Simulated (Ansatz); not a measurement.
Calculated with Ansatz (gas phase, PBE0-D4/def2-TZVP geometries, no zero-point term in ΔE). CBS: MP2 limit from def2 TZ/QZ plus the TZ coupled-cluster correction, frozen cores. This one scheme is used for every species. DFT in def2-TZVPP. B3LYP here is the variant with VWN-RPA as its local correlation; programs differ in this. For Ge outer-core shells are correlated without core-valence functions, which leaves a few kJ/mol of doubt a bond. Scalar relativity is left out up to krypton. Each species was taken in one conformer, which may not be the lowest.

Consider the cleavage of the Si–Ge bond: `[F][GeH2][SiH2][SiH3]` + `[NH2][AlH2]` → `[AlH2][NH][SiH2][SiH3]` + `[F][GeH3]`.

`[F][GeH2][SiH2][SiH3]`:

Z-matrix (Å, degrees):
```
Ge
Si 1 2.385
F 1 1.754 2 105.5
H 1 1.540 2 113.7 3 114.7
H 1 1.539 2 115.9 3 -116.0
Si 2 2.338 1 108.7 3 -42.0
H 2 1.490 1 107.8 3 -162.6
H 2 1.488 1 109.2 3 79.6
H 6 1.487 2 109.1 1 -54.6
H 6 1.487 2 110.3 1 -174.3
H 6 1.485 2 109.6 1 65.2
```

`[NH2][AlH2]`:

```xyz
6

N    -0.589    0.009    0.730
Al    0.520   -0.008   -0.644
H    -1.546    0.322    0.693
H    -0.356   -0.292    1.662
H    -0.022    0.505   -2.041
H     1.993   -0.535   -0.400
```

`[AlH2][NH][SiH2][SiH3]`:

Cartesian coordinates in Å:
```
Al 0.038 0.759 -2.531
N 0.361 0.860 -0.780
Si -0.652 0.404 0.549
Si 0.342 -1.257 1.874
H -1.366 0.203 -2.993
H 1.187 1.233 -3.512
H 1.270 1.216 -0.512
H -1.925 -0.108 -0.028
H -0.981 1.567 1.426
H -0.501 -1.584 3.058
H 1.671 -0.792 2.364
H 0.555 -2.501 1.085
```

`[F][GeH3]`:

```xyz
5

F    -0.904    0.947    1.006
Ge    0.050   -0.052   -0.055
H    -0.729   -1.362   -0.226
H     0.185    0.725   -1.370
H     1.398   -0.258    0.645
```

| level | ΔE (kcal/mol) | difference from CCSD(T)/CBS |
| --- | --- | --- |
| PBE-D4 | -2.7 | 3.5 |
| r2SCAN-D4 | -5.1 | 1.1 |
| B3LYP-D4 | -5.9 | 0.3 |
| ωB97X-V | -6.3 | -0.1 |
| ωB97M-V | -6.6 | -0.4 |
| B2PLYP | -6.7 | -0.5 |
| PBE0 | -3.8 | 2.4 |
| B3LYP | -5.5 | 0.7 |
| HF/def2-TZVPP | -10.0 | -3.8 |
| MP2/def2-TZVPP | -7.9 | -1.7 |
| SCS-MP2/def2-TZVPP | -8.6 | -2.4 |
| CCSD/def2-TZVPP | -7.2 | -1.0 |
| MP2/def2-QZVPP | -7.7 | -1.5 |
| SCS-MP2/def2-QZVPP | -8.5 | -2.3 |
| HF/CBS(def2) | -10.5 | -4.3 |
| CCSD/CBS(def2) | -6.5 | -0.3 |
| CCSD(T)/CBS | -6.2 | 0 |

Largest T1 diagnostic among the species: 0.013.

In def2-TZVPP, CCSD(T) changes the Hartree–Fock value by +3.1 kcal/mol (the triples alone add +0.3 kcal/mol) and MP2 by +2.1 kcal/mol. From PBE to PBE0 (25 % exact exchange), in def2-TZVPP and without D4, ΔE moves by −1.4 kcal/mol.
